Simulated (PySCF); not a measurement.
## Spinor energies of Ar²⁺ (argon, charge +2)

Start: [Ne] 3s1 3p5; 3s1/2 filled at m_j = +1/2; 3p1/2 filled at m_j = -1/2, +1/2; 3p3/2 filled at m_j = -1/2, +1/2, +3/2. Calculated with PySCF 2.14 in x2c-SVPall-2c with one added diffuse shell each of s, p type (5s5p1d, 25 functions): generalised Hartree-Fock with the X2C-1e Hamiltonian and a Gaussian nucleus; one run each with spin-orbit coupling (SO) switched off, then screened by Boettger's factors. This is a chosen level, not necessarily the ground level.

```
spinor shell  electrons  ε, spin-free (eV)  ε, screened SO (eV)  weight of nominal j (screened SO)  rms radius, screened SO (bohr)
       1s1/2          2            -3271.1              -3271.1                              1.000                          0.0993
       2s1/2          2            -368.75              -368.73                              1.000                           0.447
       2p1/2          2            -292.28              -294.13                              0.960                           0.414
       2p3/2          4            -292.28              -291.32                              0.980                           0.417
       3s1/2          1            -64.970              -64.957                              1.000                            1.42
       3p1/2          2            -42.113              -41.763                              0.664                            1.63
       3p3/2          3            -42.113              -42.359                              0.776                            1.62
```

```json
{"quantity": "E (hartree)", "spin-free": "-526.26532", "screened SO": "-526.26879"}
{"quantity": "M_J", "spin-free": "2", "screened SO": "2"}
{"quantity": "⟨J²⟩", "spin-free": "6.007", "screened SO": "6.007"}
{"quantity": "⟨L²⟩", "spin-free": "2.001", "screened SO": "2.002"}
{"quantity": "⟨S²⟩", "spin-free": "2.006", "screened SO": "2.006"}
```

Each row is a mean over spinors that exchange with the open shell spreads, by up to 6.328 eV (3p1/2).

Rows whose weight is well below 1 are mixtures of j = l ± 1/2: exchange outweighs spin-orbit coupling there, and the label is only the starting occupation.

Without spin-orbit coupling the j labels of p, d and f shells carry no meaning; the spin-free column gives the mean over the occupied spinors of each nl shell.
